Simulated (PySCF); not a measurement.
The vertical singlet excitations below were computed for one of the candidates. Level of theory: PySCF, TDDFT B3LYP/def2-SVPD, vertical, gas phase, core orbitals frozen in the response. Geometries: GFN2-xTB, one conformer each.

```tsv
state	E (eV)	f	main configurations (H = HOMO, L = LUMO)
S1	7.95	0.012	H→L (96%)
S2	8.38	0.011	H→L+1 (77%), H→L+2 (18%)
S3	8.52	0.0012	H→L+2 (71%), H→L+1 (20%)
S4	8.69	0.0084	H-1→L (94%)
S5	8.87	0.0061	H→L+3 (81%)
S6	8.98	0.0062	H-1→L+1 (46%), H-2→L (39%)
S7	9.02	0.030	H-2→L (50%), H-1→L+1 (34%)
S8	9.05	0.0006	H→L+4 (74%)
```

Triplets computed (Tamm–Dancoff): 7.82, 8.12, 8.37 eV.

Orbital energies (eV): HOMO-3 -9.93, HOMO-2 -9.63, HOMO-1 -9.27, HOMO -8.57, LUMO 0.30, LUMO+1 0.69, LUMO+2 0.94.

Question: Which structure fits? All have the formula C5H7F3O.
A. `FC[C@@H]1CO[C@H]1C(F)F`
B. `FC(F)O[C@@](C)(F)C=C`
C. `C=C[C@H](CO)C(F)(F)F`
D. `FC(=C(F)CCOC)F`
E. `F[C@@]1(CF)OC[C@@H](C1)F`

Answer: E. Its S1, at 7.95 eV, is the highest among the candidates; the nearest of the others has S1 at 7.12 eV. S1 is HOMO→LUMO (96%). Löwdin shares by element: HOMO oxygen 55%, carbon 12% or more, hydrogen 8% or more, fluorine 6% or more (atoms not listed hold the other 19%); LUMO carbon 35% or more, hydrogen 11% or more (atoms not listed hold the other 54%). At the same level the other candidates give, for their lowest levels:
- `C=C[C@](C)(F)OC(F)F`: 7.12 eV (f 0.052); 7.27 eV (f 0.207); 7.67 eV (f 0.070); 7.97 eV (f 0.020); 8.20 eV (f 0.003); T1 4.39 eV; HOMO -8.14, LUMO -0.91 eV
- `C=C[C@H](CO)C(F)(F)F`: 6.79 eV (f 0.040); 6.85 eV (f 0.009); 7.13 eV (f 0.024); 7.52 eV (f 0.313); 7.68 eV (f 0.032); T1 4.54 eV; HOMO -7.82, LUMO -0.47 eV
- `FC[C@@H]1CO[C@H]1C(F)F`: 6.87 eV (f 0.002); 7.17 eV (f 0.009); 7.51 eV (f 0.006); 7.80 eV (f 0.014); 8.05 eV (f 0.007); T1 6.53 eV; HOMO -7.66, LUMO 0.19 eV
- `COCCC(F)=C(F)F`: 6.26 eV (f 0.012); 6.71 eV (f 0.012); 6.91 eV (f 0.077); 6.92 eV (f 0.003); 7.11 eV (f 0.007); T1 4.55 eV; HOMO -7.01, LUMO 0.11 eV
